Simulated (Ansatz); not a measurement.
The same atomization along the group C, Si, Ge.

Calculated with Ansatz (gas phase, PBE0-D4/def2-TZVP geometries, no zero-point term in ΔE). CCSD(T)/CBS adds triple-zeta CCSD(T) − MP2 to the extrapolated MP2 energy (def2 sets, frozen cores). This one scheme is used for every species, atoms too. DFT in def2-TZVPP. Open shells (•) are unrestricted, without spin–orbit coupling. Spin–orbit coupling would lower the free atoms: a little for Al, C, Si; clearly for Ge. For Ge outer-core shells are correlated without core-valence functions, so the limit isn't a true one: a few kJ/mol of doubt a bond, and 10 to 20 or more in all where bonds break to atoms. Scalar relativity is left out up to krypton.

```json
{"reaction": "`[CH2]1[NH][AlH]1` → Al• + C• + 4 H• + N•", "CCSD(T)/CBS(def2) (kJ/mol)": "2255"}
{"reaction": "`[NH]1[AlH][SiH2]1` → Al• + Si• + 4 H• + N•", "CCSD(T)/CBS(def2) (kJ/mol)": "2047"}
{"reaction": "`[NH]1[AlH][GeH2]1` → Al• + Ge• + 4 H• + N•", "CCSD(T)/CBS(def2) (kJ/mol)": "?"}
```

(1) Fill in the missing values. (Estimate.)

Largest T1 diagnostic: 0.018, for Al•.

Answers

(1) Computed: `[NH]1[AlH][GeH2]1` → Al• + Ge• + 4 H• + N•: +1922.0 kJ/mol.

For atomizations the MP2-based limit and the directly extrapolated one differ by several kJ/mol either way, and by 10 to 25 for some Ge, Se and Sn compounds, so smaller differences from it don't rank the levels.
